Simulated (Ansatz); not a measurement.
C₄H₅, doublet, at a GFN2-xTB geometry; CCSD(T)/STO-3G (Ansatz, a first-principles code).

The Ansatz input:
Ansatz 0.2 input:
```yaml
crystal:
  periodic: [false, false, false]
  atoms:
    - {symbol: C, position_ang: [-0.01104778, 1.15299217, 0.29268087]}
    - {symbol: C, position_ang: [0.00606920, -1.07161673, 0.36284337]}
    - {symbol: C, position_ang: [0.77792320, 0.05175663, -0.24703001]}
    - {symbol: C, position_ang: [-0.77530873, 0.03948149, -0.25730269]}
    - {symbol: H, position_ang: [-0.01656875, 2.16285392, -0.07926104]}
    - {symbol: H, position_ang: [-0.00045853, -1.14950133, 1.44290558]}
    - {symbol: H, position_ang: [0.01698984, -2.03272552, -0.13990186]}
    - {symbol: H, position_ang: [1.48440418, 0.00352078, -1.05567554]}
    - {symbol: H, position_ang: [-1.47018212, -0.01982922, -1.07521641]}
basis:
  gaussian:
    orbitals: STO-3G
magnetization: {spin_polarized: true, initial_magnetization: 1}
correlation: {method: ccsd_t, electrons: outside_noble_gas}
accuracy: high
```

Output, abridged:

```
Functional definition: HF
517 factors; integrals over basis functions are off by at most 1.9e-9 eV
mean field evaluation 1: about -4143.6980 eV, gradient 1.2e1 eV
mean field evaluation 2: about -4143.8739 eV, gradient 1.2e1 eV
mean field evaluation 4: about -4145.5571 eV, gradient 2.0e0 eV
mean field evaluation 8: about -4145.6734 eV, gradient 9.1e-4 eV
mean field evaluation 16: about -4143.6984 eV, gradient 1.2e1 eV
mean field -4145.67169389 eV, -152.3506247131 hartree, gradient 1.3e-8 eV, S^2 0.755010; 0 other end points of the search recorded, 0 dependent functions left out
4 core orbitals not correlated
reference -4145.67169389 eV, -152.3506247131 hartree; 11, 10 occupied and 10, 11 virtual orbitals, 517 factors
second order -5.53140196 eV of doubles, -0.00000000 eV of singles
cycle   1  -6.49937574 eV  change   -9.7e-1 eV  update   7.2e-2
cycle   2  -6.93778635 eV  change   -4.4e-1 eV  update   2.9e-2
cycle   3  -6.98016679 eV  change   -4.2e-2 eV  update   7.3e-3
cycle   4  -6.98235606 eV  change   -2.2e-3 eV  update   2.3e-3
cycle   5  -6.98204292 eV  change    3.1e-4 eV  update   8.1e-4
cycle   6  -6.98198803 eV  change    5.5e-5 eV  update   2.9e-4
cycle   7  -6.98206242 eV  change   -7.4e-5 eV  update   9.5e-5
cycle   8  -6.98210939 eV  change   -4.7e-5 eV  update   3.4e-5
cycle   9  -6.98211100 eV  change   -1.6e-6 eV  update   1.3e-5
cycle  10  -6.98211437 eV  change   -3.4e-6 eV  update   4.8e-6
cycle  11  -6.98211606 eV  change   -1.7e-6 eV  update   1.9e-6
cycle  12  -6.98211689 eV  change   -8.3e-7 eV  update   7.0e-7
cycle  13  -6.98211635 eV  change    5.5e-7 eV  update   2.1e-7
cycle  14  -6.98211608 eV  change    2.6e-7 eV  update   8.2e-8
cycle  15  -6.98211599 eV  change    9.4e-8 eV  update   3.6e-8
cycle  16  -6.98211600 eV  change   -1.0e-8 eV  update   2.1e-8
cycle  17  -6.98211600 eV  change   -4.4e-9 eV  update   9.2e-8
cycle  18  -6.98211600 eV  change    4.4e-9 eV  update   3.0e-8
cycle  19  -6.98211600 eV  change   -4.9e-9 eV  update   7.2e-9
cycle  20  -6.98211601 eV  change   -3.0e-9 eV  update   2.2e-9
cycle  21  -6.98211601 eV  change  -7.4e-10 eV  update  6.5e-10
perturbative correction -0.09436692 eV, -0.0034679202 hartree
Total energy: -4152.74817681 eV, -152.6106806639 hartree
```
